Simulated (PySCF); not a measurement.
Gas-phase XPS of `CC(C)(C)BN`, computed

C4H12BN.
Bonds: C1–C2, C2–C3, C2–C4, C2–B5, B5–N6. Hydrogens: H7, H8, H9 on C1; H10, H11, H12 on C3; H13, H14, H15 on C4; H16 on B5; H17, H18 on N6.

Theory: delta-SCF UKS SCAN, pcX-2 on the ionised atom, pcseg-1 elsewhere, spin-free X2C (PySCF 2.14.0). These are vertical core ionisation energies against the vacuum level, from separate self-consistent calculations with and without the core hole.

**Question.** Give the core binding energies atom by atom.

**Answer.** 
```
 atom(s)                environment  level  binding energy (eV)  above the level's lowest (eV)  count
      B5     three-coordinate boron   B 1s               195.11                           0.00      1
      C2  sp3 carbon bound to boron   C 1s               289.76                           0.00      1
C1/C3/C4              methyl carbon   C 1s               290.23                          +0.47      3
      N6       boron-bound nitrogen   N 1s               405.13                           0.00      1
```

The listed C 1s values span 0.47 eV, from C2 (bonded to 3 C and B) to C1/C3/C4 (bonded to C and 3 H).

**Question.** Which photon energy gives electrons from N 1s of N6 a kinetic energy of 200 eV, and what is their de Broglie wavelength?

**Answer.** hν = 405.13 + 200 = 605.13 eV, recoil neglected; λ = 12.264 Å/√(E/eV) = 0.87 Å.

One atom of each set of topologically equivalent atoms was ionised and stands for the set; in this conformer not all members are related by symmetry, and their own values weren't computed. Isolated species at its PBE0-D3(BJ)/def2-SVP geometry, gas phase.

Conformer computed: `[CH3:1][C:2]([CH3:3])([CH3:4])[BH:5][NH2:6]`: C1–C2–B5–N6 0°, H–N6–B5–C2 180°, H–N6–B5–C2 0°.
